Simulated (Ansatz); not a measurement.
`[OH][GaH][SiH2][SeH]` + H₂O → `O[SiH2][GaH][OH]` + H₂Se  (formal hydrolysis of the Si–Se bond)

Calculated with Ansatz (gas phase, PBE0-D4/def2-TZVP geometries, no zero-point term in ΔE). CCSD(T)/CBS adds triple-zeta CCSD(T) − MP2 to the extrapolated MP2 energy (def2 sets, frozen cores). This one scheme is used for every species. Functionals use def2-TZVPP. B3LYP here is the variant with VWN-RPA as its local correlation; programs differ in this. For Ga, Se outer-core shells are correlated without core-valence functions, which leaves a few kJ/mol of doubt a bond. Scalar relativity is left out up to krypton. Each species was taken in one conformer, which may not be the lowest.

CCSD(T)/CBS gives -14.7 kJ/mol.

(1) Another level gave -22.9 kJ/mol. Which?
A. revPBE-D4/def2-TZVPP
B. MP2/def2-TZVPP
C. CAM-B3LYP-D4/def2-TZVPP
D. B3LYP-D4/def2-TZVPP

Largest T1 diagnostic among the species: 0.014.

Answers

(1) D. B3LYP-D4 -22.9, revPBE-D4 -9.3, MP2/def2-TZVPP -15.7, CAM-B3LYP-D4 -31.7 kJ/mol.

Leaving LDA and LC-ωPBE aside and taking each functional with its dispersion term where it has one, the values spread over 22.4 kJ/mol, from CAM-B3LYP-D4 to revPBE-D4. LDA lies −10.7 kJ/mol from PBE without D4. The D4 term adds +4.7 kJ/mol with B3LYP and +2.7 kJ/mol with PBE0; it sums over pairs of atoms, weighted by their polarisabilities, and B3LYP, whose exchange is more repulsive, gets the larger term. At CCSD(T), def2-SVP lies −5.7 kJ/mol from the extrapolated value and def2-TZVPP −4.5 kJ/mol.

CCSD(T)/CBS has its own doubt, a few kJ/mol and more with outer-core shells, so smaller differences from it don't rank the levels.
